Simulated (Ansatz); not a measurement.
`[NH2][Nb]([NH2])(=[O])[F]`. Charge 0, multiplicity 1. Nb takes the def2 core potential. All single points use the PBE0-D4/def2-TZVP geometry. It is one conformer, not always the lowest.

```xyz
9

N     0.027   -0.423    1.633
Nb   -0.385   -0.463   -0.292
N     0.472    1.029   -1.251
O     0.279   -1.892   -0.909
F    -2.257   -0.369   -0.534
H     0.534   -1.148    2.120
H    -0.174    0.341    2.264
H     0.338    2.011   -1.055
H     1.165    0.913   -1.976
```

Question: What is the dipole moment at B3LYP/def2-TZVPP? (Estimate.)

Answer: Computed: 3.97 D, with components (1.62, 3.13, 1.83) D in this frame, pointing from negative to positive charge.

Question: And with PBE, r2SCAN, ωB97M-V? (Estimate.)

Answer: Computed: PBE 3.82 D, r2SCAN 3.92 D, ωB97M-V 3.94 D.

Question: Give the Mulliken charges with B3LYP, ωB97M-V, r2SCAN in def2-TZVPP. (An estimate is asked.)

Answer: The calculation gave: 
| atom | B3LYP | ωB97M-V | r2SCAN |
| --- | --- | --- | --- |
| N1 | -0.58 | -0.53 | -0.62 |
| Nb2 | 1.48 | 1.45 | 1.48 |
| N3 | -0.58 | -0.53 | -0.62 |
| O4 | -0.53 | -0.51 | -0.53 |
| F5 | -0.43 | -0.42 | -0.42 |
| H6 | 0.17 | 0.15 | 0.19 |
| H7 | 0.14 | 0.12 | 0.16 |
| H8 | 0.14 | 0.12 | 0.16 |
| H9 | 0.17 | 0.15 | 0.19 |

B3LYP here is the variant with VWN-RPA as its local correlation; programs differ in this.
